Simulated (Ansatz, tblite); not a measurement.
Cost and result up the ladder for the cluster Si₂N₂O (the lowest singlet isomer of a short search) (5 atoms). Charge 0, multiplicity 1. Geometry: r2SCAN-D4/def2-SVP.

```xyz
5

Si    1.557    1.147   -0.390
Si    0.573   -0.633    0.843
N    -1.796   -0.999   -1.016
N    -0.909   -0.676   -0.404
O     0.576    1.161    0.967
```

Ansatz on 4 threads of Arm Neoverse V2 on a shared host; xTB runs through tblite on one thread. Times are rough, summed over both states, and most runs start from the orbitals of an earlier one. ωB97M-V/def2-TZVP serves as the yardstick here, not as an exact answer. The other state is a quintet at its own geometry.

The xTB rows come from tblite. Correlated methods freeze 13 core orbitals. The structure comes from a short search, and lower isomers may exist.

Run but left out: HF/def2-TZVP, HF/def2-TZVPP (singlet: restricted singlet, unstable towards broken spin symmetry); MP2/def2-TZVP, MP2/def2-TZVPP (quintet: ⟨S²⟩ 6.25, where a pure state has 6.00).

Correlated methods converge slowly with the basis.

xTB has no spin-polarisation term.

| level | functions | quintet − singlet (eV) | difference from ωB97M-V/def2-TZVP (eV) | remarks |
| --- | --- | --- | --- | --- |
| r2SCAN-D4/def2-TZVP | 167 | 3.01 | -0.87 | – |
| GFN2-xTB | 30 | 3.17 | -0.70 | – |
| BLYP-D4/def2-TZVP | 167 | 3.59 | -0.29 | – |
| ωB97M-V/def2-TZVP | 167 | 3.87 | 0.00 | – |
| GFN1-xTB | 30 | 3.81 | -0.06 | – |
| PBE-D4/def2-TZVP (with forces) | 167 | 3.37 | -0.50 | – |
| CCSD(T)/def2-TZVPP | 177 | 3.74 | -0.14 | large T1 (0.023) (singlet), restricted SCF unstable (singlet), spin-contaminated (⟨S²⟩ 6.25) (quintet) |
| PBE0-D4/def2-TZVP | 167 | 3.26 | -0.61 | – |

(1) Estimate how long each takes.

## Answers

(1) GFN1-xTB 0.006 s; GFN2-xTB 0.009 s; BLYP-D4/def2-TZVP 3.5 s; PBE-D4/def2-TZVP (with forces) 3.6 s; PBE0-D4/def2-TZVP 4.6 s; r2SCAN-D4/def2-TZVP 8.3 s; ωB97M-V/def2-TZVP 17 s; CCSD(T)/def2-TZVPP 2.4 min. On shared hardware such times vary by a factor of up to 3.
